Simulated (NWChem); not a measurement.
Everything below was run with NWChem. System: BeO, charge 1, spin multiplicity 2, at the geometry of a parent with another charge or spin, in a state set for the comparison that need not be this species' ground state. Its SCF solution wasn't tested for a lower state. Level: ROCCSD(T)/6-31G* (spherical d), 2 core orbitals frozen.

Job file:

```
start mol
memory heap 100 mb stack 700 mb global 1900 mb
charge 1
geometry units angstroms nocenter noautoz
  Be     0.000000     0.000000     0.892633
  O      0.000000     0.000000    -0.446316
  symmetry group C2v
end
basis spherical
  * library 6-31g*
end
scf
  rohf
  nopen 1
  maxiter 100
  thresh 1e-7
  semidirect memsize 60000000 filesize 0
  # guess.movecs holds the orbitals of an unrestricted PBE0 run
  vectors input guess.movecs swap 4 6 output mol.movecs
end
tce
  freeze core 2
  ccsd(t)
  2eorb
  2emet 13
  thresh 1e-6
  maxiter 100
  tilesize 24
end
task tce energy
```

Part of the output:

```
             Northwest Computational Chemistry Package (NWChem) 7.3.0
             --------------------------------------------------------

                                NWChem Input Module
                                -------------------

 Scaling coordinates for geometry "geometry" by  1.889725989
 (inverse scale =  0.529177249)

 Turning off AUTOSYM since
 SYMMETRY directive was detected!

                             Geometry "geometry" -> ""
                             -------------------------

 Output coordinates in angstroms (scale by  1.889725989 to convert to a.u.)

  No.       Tag          Charge          X              Y              Z
 ---- ---------------- ---------- -------------- -------------- --------------
    1 Be                   4.0000     0.00000000     0.00000000     0.89263300
    2 O                    8.0000     0.00000000     0.00000000    -0.44631600

 Effective nuclear repulsion energy (a.u.)      12.6469880242

            Nuclear Dipole moment (a.u.)
            ----------------------------
        X                 Y               Z
 ---------------- ---------------- ----------------
     0.0000000000     0.0000000000     0.0000075589

      Symmetry information
      --------------------

 Group name             C2v
 Group number             16
 Group order               4
 No. of unique centers     2

      Symmetry unique atoms

     1    2


 Summary of "ao basis" -> "" (spherical)
 ------------------------------------------------------------------------------
       Tag                 Description            Shells   Functions and Types
 ---------------- ------------------------------  ------  ---------------------
 *                           6-31g*                   on all atoms

 Summary of "ao basis" -> "ao basis" (spherical)
 ------------------------------------------------------------------------------
       Tag                 Description            Shells   Functions and Types
 ---------------- ------------------------------  ------  ---------------------
 Be                          6-31g*                  6       14   3s2p1d
 O                           6-31g*                  6       14   3s2p1d

                                 NWChem SCF Module
                                 -----------------

  ao basis        = "ao basis"
  functions       =    28
  atoms           =     2
  closed shells   =     5
  open shells     =     1
  charge          =   1.00
  wavefunction    = ROHF
  use symmetry    = T
  symmetry adapt  = T

 Summary of "ao basis" -> "ao basis" (spherical)
 ------------------------------------------------------------------------------
       Tag                 Description            Shells   Functions and Types
 ---------------- ------------------------------  ------  ---------------------
 Be                          6-31g*                  6       14   3s2p1d
 O                           6-31g*                  6       14   3s2p1d

      Symmetry analysis of basis
      --------------------------

        a1         14
        a2          2
        b1          6
        b2          6

 Forming initial guess at       0.0s

 Swapping ROHF orbitals     4    6

      Symmetry analysis of molecular orbitals - initial
      -------------------------------------------------

  Numbering of irreducible representations:

     1 a1          2 a2          3 b1          4 b2

  Orbital symmetries:

     1 a1          2 a1          3 a1          4 b2          5 a1
     6 b1          7 a1          8 b1          9 b2         10 a1
[...]
 ------------------
          36.904068092135           0.000000000000           0.000000000000
           0.000000000000          36.904068092135           0.000000000000
           0.000000000000           0.000000000000           0.000000000000

  Mulliken analysis of the total density
  --------------------------------------

    Atom       Charge   Shell Charges
 -----------   ------   -------------------------------------------------------
    1 Be   4     2.97   1.99  0.29  0.59 -0.01  0.01  0.10
    2 O    8     8.03   2.00  0.97  2.73  0.86  1.47  0.01

 Mulliken analysis of the open-shell density
 -------------------------------------------

    Atom       Charge   Shell Charges
 -----------   ------   -------------------------------------------------------
    1 Be   4     0.08  -0.00  0.00  0.06  0.00  0.00  0.02
    2 O    8     0.92   0.00  0.00  0.58  0.00  0.34  0.00

       Multipole analysis of the density wrt the origin
       ------------------------------------------------

     L   x y z        total         open         nuclear
     -   - - -        -----         ----         -------
     0   0 0 0      1.000000     -1.000000     12.000000

     1   1 0 0      0.000000     -0.000000      0.000000
     1   0 1 0      0.000000     -0.000000      0.000000
     1   0 0 1      3.029470      0.654294      0.000008

     2   2 0 0     -4.426487     -1.279633      0.000000
     2   1 1 0      0.000000      0.000000      0.000000
     2   1 0 1     -0.000000      0.000000      0.000000
     2   0 2 0     -5.482774     -0.426544      0.000000
     2   0 1 1     -0.000000      0.000000      0.000000
     2   0 0 2      0.523537     -1.032861     17.072396

                   NWChem Extensible Many-Electron Theory Module
                   ---------------------------------------------


            General Information
            -------------------
      Number of processors :     1
         Wavefunction type : Restricted open-shell Hartree-Fock
          No. of electrons :    11
           Alpha electrons :     6
            Beta electrons :     5
           No. of orbitals :    56
            Alpha orbitals :    28
             Beta orbitals :    28
        Alpha frozen cores :     2
         Beta frozen cores :     2
     Alpha frozen virtuals :     0
      Beta frozen virtuals :     0
         Spin multiplicity : doublet
    Number of AO functions :    28
       Number of AO shells :    12
        Use of symmetry is : on
      Symmetry adaption is : on
         Schwarz screening : 0.10D-09

          Correlation Information
          -----------------------
          Calculation type : Coupled-cluster singles & doubles w/ perturbation
   Perturbative correction : (T)
            Max iterations :      100
        Residual threshold : 0.10D-05
     T(0) DIIS level shift : 0.00D+00
     L(0) DIIS level shift : 0.00D+00
     T(1) DIIS level shift : 0.00D+00
     L(1) DIIS level shift : 0.00D+00
     T(R) DIIS level shift : 0.00D+00
     T(I) DIIS level shift : 0.00D+00
   CC-T/L Amplitude update :  5-th order DIIS
                I/O scheme : Global Array Library
        L-threshold :  0.10D-05
        EOM-threshold :  0.10D-05
 no EOMCCSD initial starts read in
 TCE RESTART OPTIONS
 SLICE:      F
 D4D5:       F
 quantumc:   F
 qrotation:  F
 pwtce:      F
 qducc:      F
 nacto:                         0
 nrotv:                         0
 nrot:                          0

            Memory Information
            ------------------
          Available GA space size is     249035232 doubles
          Available MA space size is     104855692 doubles

 Maximum block size supplied by input
 Maximum block size        24 doubles

 tile_dim =     10

 -------------------------------------------------

 Global array virtual files algorithm will be used

 Parallel file system coherency ......... OK

 4-electron integrals stored in orbital form

 v2    file size   =            36127
 4-index algorithm nr.  13 is used
 imaxsize =       30
 imaxsize ichop =        0


CCSD iterations
 ---------------------------------------------------------
 Iter          Residuum       Correlation     Cpu    Wall
 ---------------------------------------------------------
    1   0.0896777327632  -0.1586521458823     0.1     0.1
    2   0.0261167613335  -0.1629705988446     0.0     0.0
    3   0.0107893306796  -0.1649059907118     0.0     0.0
    4   0.0064647791996  -0.1656838743817     0.1     0.1
    5   0.0043514553512  -0.1657303385328     0.1     0.1
    6   0.0016969412042  -0.1660393348297     0.1     0.1
    7   0.0007483224093  -0.1660516700128     0.1     0.1
    8   0.0005840363105  -0.1660387162751     0.0     0.0
    9   0.0003487586870  -0.1660653600441     0.1     0.1
   10   0.0002858059166  -0.1660579659860     0.1     0.1
   11   0.0000720606529  -0.1660779276811     0.1     0.1
   12   0.0000426034953  -0.1660762855615     0.1     0.1
   13   0.0000248215513  -0.1660764568523     0.1     0.1
   14   0.0000184462826  -0.1660766970414     0.1     0.1
   15   0.0000118335496  -0.1660764460613     0.1     0.1
   16   0.0000046291814  -0.1660766266234     0.1     0.1
   17   0.0000025084198  -0.1660765737573     0.1     0.1
   18   0.0000018424896  -0.1660765116447     0.1     0.1
   19   0.0000013146668  -0.1660766045104     0.1     0.1
   20   0.0000010931182  -0.1660765553064     0.1     0.1
   21   0.0000002396832  -0.1660766233359     0.1     0.1
 -----------------------------------------------------------------
 Iterations converged
 CCSD correlation energy / hartree =        -0.166076623335896
 CCSD total energy / hartree       =       -89.287837573630341

 Singles contributions

 Doubles contributions
 CCSD(T)
 Using plain CCSD(T) code
             total no. of tasks          365
 total no. of tasks / no. procs          365
                         wl_min            4           1.3
                         wl_max         8000           4.5
        thresh for no. of tasks          365

 CCSD[T]  correction energy / hartree =        -0.003943937151634
 CCSD[T] correlation energy / hartree =        -0.170020560487531
 CCSD[T] total energy / hartree       =       -89.291781510781973
 CCSD(T)  correction energy / hartree =        -0.003211574499307
 CCSD(T) correlation energy / hartree =        -0.169288197835204
 CCSD(T) total energy / hartree       =       -89.291049148129645

 Task  times  cpu:        1.3s     wall:        1.3s

 Total times  cpu:        1.3s     wall:        1.3s
```
